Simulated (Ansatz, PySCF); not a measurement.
Gas-phase reaction in SMILES: [SiH2][SiH2]Cl -> [SiH2-][SiH2]Cl (an electron is taken up)
Each molecule is optimised on its own at B3LYP-D3(BJ)/def2-TZVP (Ansatz, an electronic-structure program), one conformer each, not searched for the lowest.

Wanted: adiabatic electron affinity (0 K, with B3LYP-D3(BJ) harmonic zero-point energies from PySCF), positive where the reaction releases energy, in eV. Valence correlation only, unless marked. UHF or UKS for open shells. Spin-orbit coupling is left out. No relativistic terms. Anions need diffuse functions: aug- sets have them; def2-D sets add few; the other sets have none. Basis-set limits of correlation are two-point, X^-3; Hartree-Fock from the larger set.

```tsv
level	program	adiabatic electron affinity (eV)
revPBE-D4/def2-TZVPD	Ansatz + dftd4	2.24
B3LYP-D4/def2-TZVPD	Ansatz + dftd4	2.24
PBE0-D4/def2-TZVPD	Ansatz + dftd4	[?]
PBE0/def2-TZVP	Ansatz	2.03
PBE0/def2-QZVPP	Ansatz	[?]
HSE06/def2-TZVPD	Ansatz	[?]
B2GP-PLYP/def2-TZVPD	Ansatz	2.03
SCS-MP2/6-31G*	Ansatz	1.48
CCSD/aug-cc-pV(D+d)Z	Ansatz	2.03
CCSD(T)/CBS(aug-cc-pV(T+d)Z,aug-cc-pV(Q+d)Z)	Ansatz	[?]
```

Q: What belongs in the gaps?

A: 
- PBE0-D4/def2-TZVPD, adiabatic electron affinity (eV): 2.11
- PBE0/def2-QZVPP, adiabatic electron affinity (eV): 2.07
- HSE06/def2-TZVPD, adiabatic electron affinity (eV): 2.08
- CCSD(T)/CBS(aug-cc-pV(T+d)Z,aug-cc-pV(Q+d)Z), adiabatic electron affinity (eV): 2.19
